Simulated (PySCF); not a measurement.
A structure optimised at PBE-D3(BJ)/def2-SVP, used in a PySCF frequency run:

```
C
F 1 1.3342
F 1 1.3342 2 109.07
F 1 1.3342 2 109.07 3 -119.04
Br 1 1.9583 2 109.87 4 -120.48
```
Charge 0, spin multiplicity 1.

Write its SMILES, formula and point group.

FC(F)(F)Br, CBrF3, C3v

What are its rotational constants (standard atomic weights)?

5.6317, 2.0344, 2.0344 GHz
